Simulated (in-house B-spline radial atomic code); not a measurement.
The numbers below are computed, except where a source is named.
# Weak and strong correlation along the adiabatic connection

Two-electron singlets in several external potentials (atomic units), by full CI in B-splines with partial waves to l = 8 (correlation energies up to 0.6 % small). The repulsion is scaled by λ at fixed density; W(λ) is the mean repulsion less the Hartree energy, W(0) = E_x, and the area under W from 0 to 1 is E_xc.

One system gave this curve:

| λ | W (hartree) |
| --- | --- |
| 0 | -0.56907 |
| 0.02 | -0.57099 |
| 0.05 | -0.57382 |
| 0.12 | -0.58016 |
| 0.25 | -0.59103 |
| 0.4 | -0.60228 |
| 0.6 | -0.61545 |
| 0.8 | -0.62687 |
| 1 | -0.63684 |
| 1.4 | -0.65338 |
| 2 | -0.67212 |
| 3 | -0.69353 |
| 4.5 | -0.71366 |
| 7 | -0.73313 |
| 10 | -0.74674 |

Task: Which system is it?
A. −V exp(−r²/w²), V = 2.34, w = 2.7
B. −Z/r, Z = 2.18, wall at 0.602 bohr
C. ω²r²/2 − Z/r, ω = 0.639, Z = 1
D. −V exp(−r²/w²), V = 17.3, w = 1.03

Result: A. The exchange energy sets the size: −V exp(−r²/w²), V = 2.34, w = 2.7: E_x = -0.569, E_c = -0.038; −Z/r, Z = 2.18, wall at 0.602 bohr: E_x = -3.21, E_c = -0.0482; −V exp(−r²/w²), V = 17.3, w = 1.03: E_x = -1.63, E_c = -0.0442; ω²r²/2 − Z/r, ω = 0.639, Z = 1: E_x = -0.789, E_c = -0.0387 hartree.
